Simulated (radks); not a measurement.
The lithium ion Li2+ inside a hard spherical wall (all orbitals vanish at R), configuration held at 1s1 and not refilled when levels cross. Calculated with a radial shooting solver on a logarithmic mesh with Libxc functionals: scalar-relativistic Kohn-Sham, r2SCAN, spin-polarised, spherical densities, finite nucleus; open shells are filled with parallel spins first; meta-GGA in the generalised Kohn-Sham scheme; Fermi nuclear charge, rms radius 2.444 fm. Eigenvalues in eV for spin up, with the zero of energy where the potential of the charges vanishes at infinity; a dash marks a level that is unbound or too diffuse for the functional's potential to be trusted. A positive occupied level is held by the wall or, in an anion where self-interaction has pushed it up, behind a barrier. The pressure on the wall is -dE/dV.

[
 {"R (bohr)": "free", "E (hartree)": "-4.50072", "kinetic (hartree)": "4.502", "e(1s)": "-105.63", "e(2s, empty)": "-", "e(2p, empty)": "-", "pressure (GPa)": "0"},
 {"R (bohr)": "20", "E (hartree)": "-4.50072", "kinetic (hartree)": "4.502", "e(1s)": "-105.63", "e(2s, empty)": "-", "e(2p, empty)": "-", "pressure (GPa)": "< 0.0001"},
 {"R (bohr)": "12", "E (hartree)": "-4.50072", "kinetic (hartree)": "4.502", "e(1s)": "-105.63", "e(2s, empty)": "-", "e(2p, empty)": "-", "pressure (GPa)": "< 0.0001"},
 {"R (bohr)": "10", "E (hartree)": "-4.50072", "kinetic (hartree)": "4.502", "e(1s)": "-105.63", "e(2s, empty)": "-", "e(2p, empty)": "-", "pressure (GPa)": "< 0.0001"},
 {"R (bohr)": "8", "E (hartree)": "-4.50072", "kinetic (hartree)": "4.502", "e(1s)": "-105.63", "e(2s, empty)": "-", "e(2p, empty)": "-", "pressure (GPa)": "< 0.0001"},
 {"R (bohr)": "7", "E (hartree)": "-4.50072", "kinetic (hartree)": "4.502", "e(1s)": "-105.63", "e(2s, empty)": "-", "e(2p, empty)": "-", "pressure (GPa)": "< 0.0001"},
 {"R (bohr)": "5", "E (hartree)": "-4.50072", "kinetic (hartree)": "4.502", "e(1s)": "-105.63", "e(2s, empty)": "-", "e(2p, empty)": "-", "pressure (GPa)": "< 0.0001"},
 {"R (bohr)": "2.5", "E (hartree)": "-4.50009", "kinetic (hartree)": "4.509", "e(1s)": "-105.59", "e(2s, empty)": "2.098", "e(2p, empty)": "-4.818", "pressure (GPa)": "1.16"},
 {"R (bohr)": "1.5", "E (hartree)": "-4.42820", "kinetic (hartree)": "4.923", "e(1s)": "-102.68", "e(2s, empty)": "83.768", "e(2p, empty)": "35.837", "pressure (GPa)": "343"}
]
